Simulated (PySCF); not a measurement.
## Structure elucidation problem

An unknown has the formula C$_{7}$H$_{11}$FO. Its calculated NMR data are:

$^{1}$H NMR (500 MHz, computed): δ 5.61 (m, 2H), 4.39 (sept, 1H), 1.71 (s, 2H), 1.45 (d, 6H).

$^{13}$C{$^{1}$H} NMR (computed): δ 149.2, 79.9, 78.5, 76.1, 23.6, 18.5.

Level of theory: geometry: GFN2-xTB, shieldings: GIAO PBE0/pcSseg-1, in PySCF (relativity neglected, a single conformation, gas phase, fast rotation and ring inversion assumed for equivalent nuclei).

Scale: TMS for $^{1}$H, $^{13}$C (reference shieldings calculated alike).

Question: Choose the structure that fits.
A. CC(C)OC1=C(CF)C1
B. CC/C(C)=C(\C)C(=O)F
C. CO/C=C\C/C(C)=C\F
D. C[C@@H]1[C@@H](C)C[C@H]1C(=O)F

Answer: A. 

- The formula gives 2 degrees of unsaturation (1 ring in the answer).
- 6 carbon signals for 7 carbons: some carbons are equivalent by symmetry or fast rotation.
- Carbon types of the structure: 2 × C, 1 × CH, 2 × CH2, 2 × CH3, which accounts for all hydrogens.
- δC 149.2: alkene carbon bearing oxygen; an sp2 carbon further deshielded by the attached heteroatom.
- δC 79.9: sp3 CH bonded to O; deshielded by the electronegative neighbour.
- δC 78.5: allylic sp3 CH2 bonded to F; pulled downfield by the heteroatom.
- δC 76.1: β carbon of an enol-ether or enamine type C=C; the O or N lone pair pushes π density onto this β carbon and shields it.
- δC 18.5: three-membered-ring carbon; carbons of three-membered rings are unusually shielded.

The others: CC/C(C)=C(\C)C(=O)F would give 7 carbon signals, not 6; CO/C=C\C/C(C)=C\F would give 7 carbon signals, not 6; C[C@@H]1[C@@H](C)C[C@H]1C(=O)F would give 7 carbon signals, not 6.

Splittings by $^{19}$F in the carbon and heteronuclear signals aren't shown, as no couplings were computed. Shifts are as computed. Against solution values, carbons near 30 ppm lie about +3 ppm off and those near 130 ppm about +5 ppm. Of 1309 compounds with measured shifts, 239 miss one by over three times the rms of a fit or turn the order of signals round; such compounds aren't used in these exercises. Multiplicities follow the n + 1 count of equivalent neighbours, as no J values were calculated; m marks all less simple cases, F and P coupling included.
